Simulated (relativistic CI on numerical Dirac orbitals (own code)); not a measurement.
Pd3+ (4d7) in a crystal field

Calculated by Dirac-Coulomb-Breit CI, KLI orbitals optimised for each configuration, QED by a radiative potential, valence Slater integrals scaled by 0.75, one configuration in a parametric crystal field (own radial code).

Field parameters in Wybourne normalisation: Oh B⁴₀ = 21Dq, B⁴₄ = √(5/14) B⁴₀. The field is a parameter set, without covalency.

S is read from ⟨S²⟩ = S(S + 1).

Levels (cm⁻¹, degeneracy): 0 (2), 768 (4), 2097 (4), 3251 (2), 6847 (4), 7104 (2), 7655 (4), 8067 (2), 10530 (4), 13612 (4), 14263 (4), 15361 (4).

Question: Which field gives this pattern?
A. Oh, 10Dq = 44250 cm⁻¹
B. Oh, 10Dq = 6000 cm⁻¹
C. Oh, 10Dq = 34700 cm⁻¹
D. Oh, 10Dq = 15550 cm⁻¹

Answer: B. Oh, 10Dq = 6000 cm⁻¹, ground level with S = 1.49.
